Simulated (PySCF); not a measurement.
Compound: C7H8ClFSi.
Atom-mapped SMILES: `[F:1][CH2:2][c:3]1[cH:4][cH:5][cH:6][c:7]([SiH3:8])[c:9]1[Cl:10]`

Cartesian coordinates in Å at the GFN2-xTB level; atoms count from 1:
```
atom  x, y, z in Å
F1     3.645   -0.405    0.063
C2     2.461   -1.083    0.183
C3     1.276   -0.172    0.027
C4     1.422    1.188   -0.209
C5     0.306    1.996   -0.347
C6    -0.961    1.452   -0.251
C7    -1.148    0.094   -0.015
Si8   -2.860   -0.695    0.125
C9    -0.011   -0.689    0.118
Cl10  -0.222   -2.383    0.412
H11    2.458   -1.862   -0.590
H12    2.461   -1.557    1.172
H13    2.414    1.605   -0.282
H14    0.430    3.053   -0.530
H15   -1.829    2.086   -0.358
H16   -3.838    0.379   -0.057
H17   -3.004   -1.293    1.452
H18   -3.010   -1.703   -0.923
```

NICS = −σ at a ghost point: NICS(0) at the centroid of the ring atoms, NICS(1) 1 Å to either side along the normal of their mean plane, zz for the tensor component along that normal. Level: GIAO PBE0/pcSseg-1 (PySCF, non-relativistic, gas phase) on the GFN2-xTB geometry, one conformer.

Ring bond lengths (Å), with Mayer bond orders in brackets: C3–C4 1.388 (1.43), C4–C5 1.384 (1.42), C5–C6 1.382 (1.44), C6–C7 1.391 (1.43), C7–C9 1.387 (1.35), C9–C3 1.390 (1.29).

Question: What do the NICS probes read (ppm)?

Answer: 
```json
{"ring": "C3–C4–C5–C6–C7–C9", "type": "6-membered carbocycle; formal bonds all aromatic", "NICS(0)": "-8.7", "NICS(1), two faces": "-11.1 / -11.1", "NICS(1)zz, two faces": "-27.3 / -27.3", "rms pucker (Å)": "0.00", "centre to ring atoms, mean (Å)": "1.39"}
```

Question: What do they say, and how far can they be read as aromaticity?

Answer: 
- C3–C4–C5–C6–C7–C9: mean NICS(1)zz -27.3 ppm, shielded. For a flat ring without four-coordinate atoms the NICS criterion counts such a value as aromatic.

Question: And the bond-length index? HOMA = 1 − mean of α(R − Ropt)² over the ring bonds, with Krygowski's 1993 parameters (CC: Ropt 1.388 Å, α 257.7 Å⁻²).

Answer: 
- C3–C4–C5–C6–C7–C9: HOMA 1.00 = 1 − EN − GEO, with mean bond length 1.387 Å, EN = α(Ropt − mean)² = 0.000 and GEO = α × variance = 0.002. The geometric and the magnetic index point the same way.

Question: At the first NICS(1) probe listed for ring C3–C4–C5–C6–C7–C9, 1 Å off the ring, what do the in-plane components average?

Answer: The isotropic value is a third of the trace: (3 × -11.1 − (-27.3))/2 = -3.0 ppm.

Question: What are the shieldings of the ring atoms and their hydrogens in the same run (means over atoms taken as equivalent)?

Answer: 
```json
{"atoms": "C3", "environment": "substituted aromatic carbon", "σ isotropic (ppm)": "45.2", "principal values of the symmetric part, first atom (ppm)": "-43.2, 21.7, 157.2"}
{"atoms": "C4", "environment": "aromatic CH carbon", "σ isotropic (ppm)": "54.2", "principal values of the symmetric part, first atom (ppm)": "-50.9, 31.6, 182.0"}
{"atoms": "C5", "environment": "aromatic CH carbon", "σ isotropic (ppm)": "54.9", "principal values of the symmetric part, first atom (ppm)": "-55.3, 40.8, 179.2"}
{"atoms": "C6", "environment": "aromatic CH carbon", "σ isotropic (ppm)": "45.9", "principal values of the symmetric part, first atom (ppm)": "-65.4, 37.9, 165.1"}
{"atoms": "C7", "environment": "substituted aromatic carbon", "σ isotropic (ppm)": "49.0", "principal values of the symmetric part, first atom (ppm)": "-36.0, 13.7, 169.4"}
{"atoms": "C9", "environment": "aromatic C–Cl carbon", "σ isotropic (ppm)": "40.3", "principal values of the symmetric part, first atom (ppm)": "-59.6, 67.4, 113.2"}
{"atoms": "H13", "environment": "aromatic hydrogen", "σ isotropic (ppm)": "23.76", "principal values of the symmetric part, first atom (ppm)": "19.2, 23.3, 28.7"}
{"atoms": "H14", "environment": "aromatic hydrogen", "σ isotropic (ppm)": "24.08", "principal values of the symmetric part, first atom (ppm)": "20.5, 24.9, 26.8"}
{"atoms": "H15", "environment": "aromatic hydrogen", "σ isotropic (ppm)": "23.88", "principal values of the symmetric part, first atom (ppm)": "19.4, 23.9, 28.3"}
```
